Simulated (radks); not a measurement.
Spherical jellium clusters: N electrons in a uniform positive sphere of charge N and radius rs N^(1/3), rs = 2.96 bohr. Calculated with a radial shooting solver with Libxc functionals: non-relativistic Kohn-Sham, LDA (Slater exchange, Perdew-Wang correlation), spin-polarised, spherical densities. Levels are named by radial order and angular momentum (1s, 1p, 1d, 2s, ...), and open shells are averaged over m.

N = 16, configuration 1s2 1p6 1d(up 5, down 3). This is the lowest configuration that the search found. Occupied and some empty levels:

level    occupation  eigenvalue (eV)  <r> (bohr)
1s up             1          -7.3424       4.544
1s down           1          -7.1574       4.474
1p up             3          -5.6398       5.617
1p down           3          -5.4046       5.609
1d up             5          -3.6703       6.471
1d down           3          -3.4313       6.509
2s up             0          -3.1539       5.906
2s down           0          -3.0269       5.977
1f up             0          -1.5522       7.433
1f down           0          -1.3419       7.543
2p up             0          -1.1941       8.232
2p down           0          -1.0894       8.405

Energy (eV): total -24.1562, kinetic 47.523, external -1088.7, Hartree 530.41, exchange-correlation -73.718, background 560.37.

Electron density:

r (bohr)  n(r) (e/bohr^3)
0.870            0.005299
1.80             0.006483
2.74             0.008252
3.67             0.009940
4.61              0.01053
5.54             0.009246
6.47             0.006383
7.41             0.003380
8.34             0.001450
9.28            0.0005521
10.2            0.0001966
11.1           0.00006770
12.1           0.00002257
